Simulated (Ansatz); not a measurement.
F$_{3}$HNTa, SMILES `[NH]=[Ta]([F])([F])[F]`, relaxed with RKS PBE0-D4/def2-TZVP in Ansatz from a PBE-D4/def2-SVP geometry. The force threshold is 0.005 eV/Å; the program also tests the step.

Charge 0, multiplicity 1. Ta takes the def2 core potential.

Start:

```xyz
6

N    -1.039   -0.083    0.758
Ta    0.388    0.031   -0.282
F     1.358    1.563    0.266
F     1.389   -1.558   -0.034
F    -0.232    0.197   -2.064
H    -1.863   -0.150    1.357
```

Problem. By how much does the energy fall, and how many steps does the optimiser take? (Best estimate.)

Solution. The calculation gave: 3.80 kJ/mol, in 3 steps.

Problem. Which bonds change most? (Best estimate.)

Solution. Computed: Ta2–F4 from 1.894 to 1.875 Å; Ta2–F5 from 1.894 to 1.875 Å; Ta2–F3 from 1.894 to 1.875 Å; N1–Ta2 from 1.770 to 1.752 Å.

Problem. Give the relaxed structure. (Best estimate.)

Solution. Ansatz gave: 
```xyz
6

N    -1.045   -0.084    0.762
Ta    0.368    0.030   -0.268
F     1.355    1.538    0.247
F     1.385   -1.530   -0.049
F    -0.208    0.195   -2.044
H    -1.856   -0.149    1.352
```
